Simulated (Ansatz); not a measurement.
A search over several starts for the lowest SCF solution of Al2Sb2 at the given spin, in a small basis.

```yaml
crystal:
  periodic: [false, false, false]
  atoms:
    - {symbol: Al, position_ang: [0.305009, 1.563537, 0.754148]}
    - {symbol: Al, position_ang: [-0.312997, -1.533459, -0.810536]}
    - {symbol: Sb, position_ang: [1.940959, -0.210299, -0.351547]}
    - {symbol: Sb, position_ang: [-1.932973, 0.180221, 0.407935]}
basis:
  gaussian: {orbitals: def2-SVP, initial_orbitals: start.molden}
magnetization: {spin_polarized: true, initial_magnetization: 4}
hamiltonian: {xc: pbe0, dispersion: d4}
output: {orbitals: {seedname: orbitals}}
```

The file start.molden holds the orbitals of an earlier run on this structure, at another level or in another basis.

```sh
$ ansatz run in.yaml --threads 4 --pin off --events-out ev --progress --plain --max-ram 4787MiB
```

It prints (some lines left out):

```
Functional definition: PBE0
984 factors; integrals over basis functions are off by at most 3.4e-4 eV
mean field evaluation 1: about -26258.5482 eV, gradient 2.6e0 eV
mean field evaluation 2: about -26258.5888 eV, gradient 5.6e-2 eV
mean field evaluation 4: about -26258.6434 eV, gradient 5.4e-4 eV
mean field evaluation 8: about -26257.8708 eV, gradient 7.4e0 eV
mean field evaluation 16: about -26258.6434 eV, gradient 2.6e-2 eV
mean field evaluation 32: about -26258.4035 eV, gradient 1.6e0 eV
mean field -26258.64338475 eV, -964.9873456418 hartree, gradient 1.6e-5 eV, S^2 6.037791; 5 other end points of the search recorded, 0 dependent functions left out
reference -26258.64340900 eV, -964.9873465329 hartree; 38, 34 occupied and 50, 54 virtual orbitals, 984 factors
Total energy: -26258.87470816 eV, -964.9958466203 hartree
```

Hardware: 4 threads of Arm Neoverse V1 on a shared host. Wall time 3.9 s.

In the def2 sets Sb takes a core potential; there is no spin–orbit coupling. At PBE0-D4/def2-TZVP a singlet of charge 0 lies 1.25 eV below the quintet, each at its own geometry. The structure comes from a short search, and lower isomers may exist.
